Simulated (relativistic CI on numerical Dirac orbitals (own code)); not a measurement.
Hyperfine structure of Er⁵⁷⁺, mass number 167

Method of calculation: Dirac-Coulomb-Breit CI, separate exchange-only KLI orbitals for each configuration, model QED, unscaled Slater integrals (own radial code, finite nucleus).

Configuration list (outside the closed core [Ne]): 3s, 3p, 3d, 4s, 4p, 4d, 4f, 5s, 5p, 5d, 5f, 5g, 6s, 6p, 6d. Levels of other configurations are missing.

Nuclear spin I = 7/2, μ = -0.5623 μN, Q = 3.57 b (tables of Stone and Pyykkö). The electronic factors are computed for point nuclear moments, without core polarisation or the Bohr-Weisskopf and QED corrections.

```json
{"Level": "3s ²S1/2", "E (eV)": "0.00", "A (GHz)": "-670.4", "B (GHz)": ""}
{"Level": "3p ²P°1/2", "E (eV)": "140.27", "A (GHz)": "-215.6", "B (GHz)": ""}
{"Level": "3p ²P°3/2", "E (eV)": "391.31", "A (GHz)": "-26.88", "B (GHz)": "1190"}
{"Level": "3d ²D3/2", "E (eV)": "559.75", "A (GHz)": "-14.41", "B (GHz)": "215"}
{"Level": "3d ²D5/2", "E (eV)": "617.12", "A (GHz)": "-5.799", "B (GHz)": "269"}
{"Level": "4s ²S1/2", "E (eV)": "2648.85", "A (GHz)": "-274.6", "B (GHz)": ""}
{"Level": "4p ²P°1/2", "E (eV)": "2706.87", "A (GHz)": "-89.48", "B (GHz)": ""}
{"Level": "4p ²P°3/2", "E (eV)": "2809.53", "A (GHz)": "-11.28", "B (GHz)": "504"}
```

Levels with J = 0, under 50 % of one LS term, or S terms without an open s electron are left out. Small factors come from cancelling terms and can be off by tens of per cent or more.

At this charge energies of transitions that change n are usually good to better than 1 %, and those within a shell (Δn = 0) to a few per cent.

Give the hyperfine levels of 3s ²S1/2 relative to its centre of gravity.

With K = F(F + 1) − I(I + 1) − J(J + 1), E = AK/2: F = 3: 1508, F = 4: -1173 GHz.
